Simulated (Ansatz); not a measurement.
Mo2S2⁺. Charge 1, multiplicity 2. Geometry PBE0-D4/def2-SVP; atoms count from 1.

```xyz
4

Mo   -0.7519    0.0757    1.0939
Mo    0.6871   -0.0690   -0.9994
S     1.0759   -1.3724    0.7644
S    -1.0111    1.3657   -0.8589
```

In the def2 sets Mo takes a core potential; there is no spin–orbit coupling. The charge 1 doublet is spin-contaminated (final ⟨S²⟩ up to 2.77, 0.75 for a pure state). The structure comes from a short search, and lower isomers may exist.

(1) Estimate the Mulliken populations from the PBE0/def2-TZVP orbitals of Ansatz.

(2) Where does the spin sit?

(3) And the Mayer bond orders between heavy atoms (over 0.3)?

Results:

(1) 
```tsv
atom	charge (e)	spin (α − β)	d electrons
Mo1	0.87	3.35	4.52
Mo2	0.91	-2.26	4.45
S3	-0.39	-0.05	–
S4	-0.39	-0.05	–
```
Mulliken values depend strongly on the basis.

(2) Summed by element: Mo 1.09, S -0.09, of 1 unpaired in all. Largest on single atoms: Mo1 3.35, Mo2 -2.26, S4 -0.05.

(3) Mo1–Mo2 1.05 (2.54 Å); Mo1–S3 0.95 (2.36 Å); Mo1–S4 0.95 (2.35 Å); Mo2–S3 1.43 (2.23 Å); Mo2–S4 1.43 (2.23 Å).
